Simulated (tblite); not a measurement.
Record of a relaxation.

C3H5F2O2Si (doublet state).
SMILES with atom numbers: `[F:1][CH:2]([F:3])[O:4]/[CH:5]=[CH:6]\[O:7][SiH2:8]` (hydrogens: H9 on C2; H10 on C5; H11 on C6; H12, H13 on Si8)
Bond orders are those of one Lewis drawing.

Computed with GFN2-xTB (tblite), gas phase: L-BFGS steps from a force-field or distance-geometry start until the largest atomic force falls under 0.01 eV/Å. 14 of its 123 geometries are shown.

Step 0: E = -768.3625 eV, largest atomic force 2.258 eV/Å
```
atom  x, y, z in Å  |  force x, y, z in eV/Å
F1     -1.793   -1.977    1.388    0.580   1.784  -0.834
C2     -1.891   -0.799    0.659    0.305   0.160  -1.014
F3     -2.427    0.150    1.484    0.303  -0.782  -0.540
O4     -0.690   -0.365    0.079   -0.393  -1.703   1.430
C5     -0.514    0.769   -0.675   -0.065   0.923  -0.027
C6      0.646    1.419   -0.510   -0.128  -1.395   0.955
O7      1.517    0.868    0.408    0.871   0.221  -1.306
Si8     2.755   -0.278    0.065   -1.065   0.214   0.447
H9     -2.563   -1.052   -0.195   -0.503   0.285   0.533
H10    -1.262    1.127   -1.379   -0.115  -0.321   0.301
H11     0.872    2.321   -1.069    0.324  -0.264   0.247
H12     2.608   -0.770   -1.310    0.026   0.178   0.144
H13     2.737   -1.411    1.038   -0.140   0.702  -0.335
```

Step 9: E = -768.9813 eV, largest atomic force 0.388 eV/Å
```
atom  x, y, z in Å  |  force x, y, z in eV/Å
F1     -1.694   -1.897    1.309   -0.384   0.009   0.052
C2     -1.897   -0.790    0.579    0.150   0.059  -0.071
F3     -2.419    0.159    1.401    0.121  -0.087   0.071
O4     -0.683   -0.466    0.104    0.273   0.028  -0.042
C5     -0.504    0.727   -0.593    0.023  -0.113   0.042
C6      0.658    1.361   -0.469   -0.051   0.068  -0.049
O7      1.670    0.955    0.311    0.065   0.003  -0.138
Si8     2.724   -0.287    0.060   -0.008  -0.102  -0.060
H9     -2.673   -0.979   -0.189    0.009  -0.108  -0.034
H10    -1.313    1.029   -1.244    0.085   0.108   0.111
H11     0.867    2.266   -1.031   -0.148  -0.027   0.025
H12     2.611   -0.747   -1.324    0.019   0.023   0.125
H13     2.650   -1.332    1.068   -0.154   0.140  -0.031
```

Step 19: E = -769.1014 eV, largest atomic force 0.234 eV/Å
```
atom  x, y, z in Å  |  force x, y, z in eV/Å
F1     -1.868   -1.936    1.285    0.016   0.013  -0.019
C2     -1.863   -0.817    0.553    0.181   0.050  -0.044
F3     -2.288    0.186    1.360   -0.091  -0.045   0.100
O4     -0.603   -0.593    0.119    0.157   0.170  -0.033
C5     -0.443    0.645   -0.516   -0.050   0.027  -0.033
C6      0.676    1.359   -0.476   -0.040   0.103  -0.003
O7      1.827    1.067    0.136   -0.076   0.053  -0.057
Si8     2.718   -0.307    0.044    0.036  -0.034  -0.061
H9     -2.609   -0.921   -0.257   -0.071   0.014  -0.041
H10    -1.310    1.028   -1.040    0.041  -0.118   0.048
H11     0.706    2.300   -1.017   -0.071  -0.033   0.045
H12     2.637   -0.789   -1.329    0.033  -0.109   0.063
H13     2.414   -1.221    1.121   -0.064  -0.093   0.036
```

Step 28: E = -769.1394 eV, largest atomic force 0.168 eV/Å
```
atom  x, y, z in Å  |  force x, y, z in eV/Å
F1     -1.836   -1.963    1.223    0.004  -0.032   0.003
C2     -1.814   -0.810    0.551    0.111  -0.020   0.023
F3     -2.272    0.147    1.400   -0.087  -0.060   0.059
O4     -0.543   -0.553    0.175    0.039   0.029  -0.161
C5     -0.438    0.663   -0.506   -0.069   0.087   0.031
C6      0.660    1.407   -0.505    0.034  -0.022  -0.012
O7      1.844    1.096    0.037   -0.031   0.036  -0.058
Si8     2.670   -0.326    0.058   -0.035   0.010  -0.026
H9     -2.539   -0.871   -0.288    0.027   0.012   0.036
H10    -1.341    0.987   -1.002    0.027   0.066   0.023
H11     0.634    2.372   -1.006    0.078  -0.148  -0.002
H12     2.677   -0.917   -1.274   -0.015   0.022   0.019
H13     2.294   -1.233    1.119   -0.080   0.020   0.065
```

Step 38: E = -769.2095 eV, largest atomic force 0.165 eV/Å
```
atom  x, y, z in Å  |  force x, y, z in eV/Å
F1     -1.603   -2.088    1.046   -0.005  -0.049  -0.141
C2     -1.710   -0.851    0.551    0.059   0.031   0.008
F3     -2.220   -0.101    1.564   -0.015   0.077  -0.037
O4     -0.486   -0.432    0.180    0.030   0.069  -0.013
C5     -0.460    0.802   -0.480    0.027   0.005  -0.017
C6      0.678    1.472   -0.619    0.046  -0.093  -0.085
O7      1.879    1.075   -0.193    0.005   0.049   0.033
Si8     2.514   -0.407    0.135   -0.019   0.061  -0.075
H9     -2.452   -0.835   -0.275   -0.045  -0.078   0.121
H10    -1.408    1.149   -0.861    0.059   0.077   0.032
H11     0.705    2.423   -1.142   -0.122  -0.088   0.069
H12     2.682   -1.085   -1.146   -0.034  -0.034   0.114
H13     1.877   -1.120    1.220    0.014  -0.026  -0.009
```

Step 47: E = -769.2239 eV, largest atomic force 0.088 eV/Å
```
atom  x, y, z in Å  |  force x, y, z in eV/Å
F1     -1.536   -2.125    0.963    0.000  -0.005  -0.010
C2     -1.684   -0.863    0.544    0.021   0.001  -0.001
F3     -2.190   -0.171    1.601    0.031   0.013   0.021
O4     -0.478   -0.403    0.170   -0.006   0.017  -0.010
C5     -0.457    0.837   -0.474   -0.011  -0.002  -0.015
C6      0.688    1.483   -0.660    0.012  -0.026  -0.002
O7      1.895    1.077   -0.263    0.000  -0.038  -0.006
Si8     2.478   -0.403    0.163   -0.006   0.006  -0.088
H9     -2.458   -0.840   -0.247   -0.016   0.023  -0.050
H10    -1.405    1.225   -0.806   -0.028   0.008  -0.004
H11     0.693    2.434   -1.179   -0.025  -0.033   0.058
H12     2.659   -1.165   -1.067   -0.005   0.013   0.055
H13     1.790   -1.087    1.236    0.032   0.024   0.053
```

Step 56: E = -769.2421 eV, largest atomic force 0.164 eV/Å
```
atom  x, y, z in Å  |  force x, y, z in eV/Å
F1     -1.565   -2.162    0.843    0.009  -0.035  -0.006
C2     -1.686   -0.876    0.496    0.007  -0.024  -0.011
F3     -2.070   -0.217    1.624    0.004  -0.001  -0.035
O4     -0.495   -0.448    0.044    0.018  -0.007   0.004
C5     -0.479    0.844   -0.490    0.077  -0.031   0.069
C6      0.674    1.475   -0.683   -0.013   0.027   0.045
O7      1.898    1.032   -0.391   -0.061  -0.052   0.002
Si8     2.502   -0.395    0.168   -0.092   0.026  -0.133
H9     -2.516   -0.784   -0.234   -0.010   0.048   0.041
H10    -1.439    1.288   -0.705    0.079  -0.024  -0.041
H11     0.663    2.470   -1.109    0.015   0.008  -0.010
H12     2.599   -1.308   -0.962   -0.012   0.027   0.066
H13     1.909   -0.918    1.382   -0.021   0.039   0.009
```

Step 66: E = -769.2560 eV, largest atomic force 0.137 eV/Å
```
atom  x, y, z in Å  |  force x, y, z in eV/Å
F1     -1.548   -2.232    0.634    0.000   0.058   0.015
C2     -1.647   -0.909    0.445    0.013  -0.028   0.022
F3     -1.893   -0.364    1.672    0.034  -0.064  -0.078
O4     -0.488   -0.471   -0.075   -0.016   0.032   0.059
C5     -0.470    0.873   -0.465   -0.013  -0.042  -0.056
C6      0.680    1.486   -0.723    0.019  -0.037  -0.010
O7      1.900    0.963   -0.588   -0.048  -0.004   0.055
Si8     2.425   -0.398    0.183    0.021   0.033  -0.102
H9     -2.545   -0.711   -0.178    0.057   0.043   0.031
H10    -1.427    1.359   -0.555   -0.002   0.001  -0.031
H11     0.669    2.509   -1.081    0.034  -0.039   0.056
H12     2.484   -1.481   -0.784   -0.078   0.057   0.097
H13     1.856   -0.624    1.498   -0.020  -0.008  -0.057
```

Step 75: E = -769.2667 eV, largest atomic force 0.091 eV/Å
```
atom  x, y, z in Å  |  force x, y, z in eV/Å
F1     -1.552   -2.266    0.501    0.001   0.054  -0.030
C2     -1.613   -0.931    0.421   -0.013   0.037   0.025
F3     -1.763   -0.482    1.699    0.042  -0.020   0.048
O4     -0.475   -0.482   -0.135   -0.019  -0.018  -0.010
C5     -0.466    0.873   -0.484    0.027   0.002   0.027
C6      0.686    1.483   -0.741   -0.011   0.000  -0.016
O7      1.897    0.932   -0.666    0.034   0.050   0.020
Si8     2.398   -0.388    0.185   -0.024  -0.021  -0.079
H9     -2.536   -0.639   -0.118    0.012  -0.041  -0.033
H10    -1.420    1.373   -0.520    0.007  -0.027  -0.035
H11     0.691    2.523   -1.037   -0.016  -0.001  -0.023
H12     2.313   -1.577   -0.642   -0.039   0.025   0.024
H13     1.836   -0.418    1.519    0.000  -0.040   0.082
```

Step 84: E = -769.2822 eV, largest atomic force 0.059 eV/Å
```
atom  x, y, z in Å  |  force x, y, z in eV/Å
F1     -1.556   -2.273    0.404    0.003   0.011  -0.020
C2     -1.587   -0.935    0.423    0.016   0.007  -0.006
F3     -1.636   -0.583    1.737    0.000   0.022   0.000
O4     -0.475   -0.476   -0.176    0.037  -0.046  -0.007
C5     -0.461    0.874   -0.534   -0.008  -0.027   0.002
C6      0.693    1.497   -0.741   -0.025  -0.011   0.008
O7      1.908    0.967   -0.608   -0.027   0.008   0.029
Si8     2.361   -0.408    0.188    0.010  -0.045  -0.030
H9     -2.537   -0.595   -0.039    0.030   0.026   0.020
H10    -1.418    1.353   -0.655   -0.025   0.003   0.013
H11     0.691    2.534   -1.045    0.014   0.026  -0.047
H12     2.043   -1.612   -0.556    0.001   0.049   0.007
H13     1.970   -0.344    1.584   -0.026  -0.021   0.030
```

Step 94: E = -769.2885 eV, largest atomic force 0.023 eV/Å
```
atom  x, y, z in Å  |  force x, y, z in eV/Å
F1     -1.544   -2.259    0.459   -0.001   0.023  -0.003
C2     -1.576   -0.920    0.448   -0.006  -0.005   0.008
F3     -1.670   -0.537    1.751    0.011  -0.004  -0.003
O4     -0.449   -0.471   -0.125    0.001  -0.013  -0.010
C5     -0.457    0.859   -0.552    0.001   0.008   0.006
C6      0.688    1.507   -0.727    0.004   0.000  -0.011
O7      1.905    1.018   -0.500   -0.003  -0.004   0.009
Si8     2.353   -0.413    0.193    0.008  -0.006   0.000
H9     -2.507   -0.587   -0.052   -0.008  -0.004   0.016
H10    -1.423    1.301   -0.738    0.001  -0.006  -0.015
H11     0.681    2.523   -1.100   -0.003   0.010   0.008
H12     2.039   -1.542   -0.661    0.012   0.001   0.000
H13     1.956   -0.479    1.588   -0.016   0.001  -0.005
```

Step 103: E = -769.2907 eV, largest atomic force 0.060 eV/Å
```
atom  x, y, z in Å  |  force x, y, z in eV/Å
F1     -1.554   -2.254    0.465   -0.010   0.022   0.019
C2     -1.570   -0.915    0.463    0.002  -0.016  -0.014
F3     -1.620   -0.538    1.771    0.029  -0.011  -0.051
O4     -0.454   -0.480   -0.145   -0.005   0.012  -0.009
C5     -0.455    0.850   -0.574   -0.025   0.021  -0.017
C6      0.689    1.506   -0.724    0.011   0.004  -0.018
O7      1.907    1.028   -0.476   -0.025   0.009   0.038
Si8     2.343   -0.412    0.209   -0.007  -0.044  -0.010
H9     -2.513   -0.569   -0.007    0.010   0.011   0.019
H10    -1.415    1.285   -0.803    0.006  -0.019   0.039
H11     0.681    2.525   -1.087   -0.007  -0.007  -0.019
H12     2.071   -1.518   -0.693    0.018   0.026   0.044
H13     1.886   -0.506    1.585    0.003  -0.011  -0.021
```

Step 113: E = -769.2974 eV, largest atomic force 0.104 eV/Å
```
atom  x, y, z in Å  |  force x, y, z in eV/Å
F1     -1.595   -2.239    0.444   -0.008   0.002  -0.009
C2     -1.534   -0.901    0.473   -0.050  -0.053   0.011
F3     -1.404   -0.567    1.786    0.008   0.026   0.000
O4     -0.478   -0.506   -0.253    0.097   0.006  -0.036
C5     -0.470    0.834   -0.650   -0.038   0.006   0.010
C6      0.671    1.506   -0.719    0.061   0.049  -0.052
O7      1.877    1.043   -0.403   -0.026  -0.032  -0.014
Si8     2.297   -0.415    0.255    0.043   0.013   0.042
H9     -2.503   -0.490    0.128   -0.018   0.005   0.024
H10    -1.425    1.262   -0.914   -0.007  -0.009   0.009
H11     0.675    2.526   -1.080   -0.024   0.006   0.010
H12     2.116   -1.503   -0.685   -0.023   0.008  -0.003
H13     1.770   -0.549    1.600   -0.013  -0.028   0.009
```

Step 122: E = -769.3000 eV, largest atomic force 0.009 eV/Å
```
atom  x, y, z in Å  |  force x, y, z in eV/Å
F1     -1.606   -2.238    0.411    0.003   0.007  -0.001
C2     -1.510   -0.904    0.469   -0.004  -0.002   0.002
F3     -1.300   -0.602    1.780   -0.001   0.001  -0.005
O4     -0.483   -0.511   -0.303    0.002  -0.003   0.002
C5     -0.477    0.838   -0.670    0.004   0.004  -0.001
C6      0.668    1.507   -0.736   -0.004  -0.003  -0.002
O7      1.868    1.028   -0.425    0.001  -0.003   0.001
Si8     2.271   -0.410    0.289   -0.007   0.000   0.005
H9     -2.487   -0.461    0.191    0.002  -0.003   0.003
H10    -1.434    1.271   -0.915    0.000  -0.002   0.001
H11     0.674    2.534   -1.076    0.001  -0.001   0.003
H12     2.125   -1.508   -0.645    0.000   0.003   0.001
H13     1.687   -0.543    1.612    0.003   0.000  -0.008
```

**Question.** Summarise the path.

**Answer.** The energy falls by 90.45 kJ/mol from step 0 to step 122; nine tenths of that is first reached at step 38. It never rises by more than 0.2 meV. The largest force goes from 2.258 to 0.009 eV/Å. Among the bonds O7–Si8 changes most, from 1.721 to 1.655 Å; the atoms move by 0.825 Å rms after alignment.

**Question.** Follow the three bonds and two angles with the largest change from start to end.

**Answer.** 
```
step  E above end (kJ/mol)  largest force (eV/Å)  O7–Si8 (Å)  C2–O4 (Å)  C6–O7 (Å)  C2–O4–C5 (°)  C5–C6–O7 (°)
   0                 90.45                 2.258       1.721      1.402      1.380         126.3         115.7
   5                 37.79                 0.457       1.641      1.346      1.341         119.9         122.9
  11                 27.74                 0.369       1.644      1.348      1.344         118.5         124.9
  16                 20.37                 0.288       1.645      1.352      1.334         114.1         128.0
  21                 17.93                 0.252       1.642      1.352      1.338         112.5         128.7
  27                 15.74                 0.153       1.643      1.349      1.336         111.9         127.2
  32                 13.45                 0.234       1.645      1.350      1.337         111.8         127.1
  37                  9.29                 0.248       1.638      1.345      1.334         115.3         125.8
  42                  7.70                 0.082       1.645      1.343      1.332         115.6         126.3
  48                  7.27                 0.074       1.646      1.344      1.333         116.3         126.4
  53                  6.66                 0.191       1.643      1.345      1.331         116.0         127.4
  58                  5.26                 0.135       1.647      1.342      1.333         115.9         126.6
  64                  4.48                 0.098       1.646      1.345      1.331         115.6         126.3
  69                  3.68                 0.106       1.646      1.343      1.333         115.6         126.3
  74                  3.31                 0.072       1.648      1.343      1.333         115.4         126.0
  80                  2.09                 0.084       1.653      1.343      1.334         116.9         126.2
  85                  1.48                 0.102       1.651      1.343      1.332         117.0         126.1
  90                  1.15                 0.040       1.653      1.342      1.331         116.4         125.8
  95                  1.10                 0.030       1.652      1.342      1.331         116.4         126.0
 101                  0.97                 0.060       1.653      1.343      1.331         116.3         125.9
 106                  0.77                 0.074       1.654      1.343      1.331         116.7         126.3
 111                  0.37                 0.064       1.653      1.343      1.329         115.7         126.1
 117                  0.07                 0.042       1.655      1.344      1.330         116.1         125.8
 122                  0.00                 0.009       1.655      1.344      1.330         115.9         125.8
```

What follows is the cost of the whole relaxation. On one thread, Arm Neoverse V1 (aarch64), shared host with 32 logical CPUs at a one-minute load of 25, this took 0.76 s of wall time.
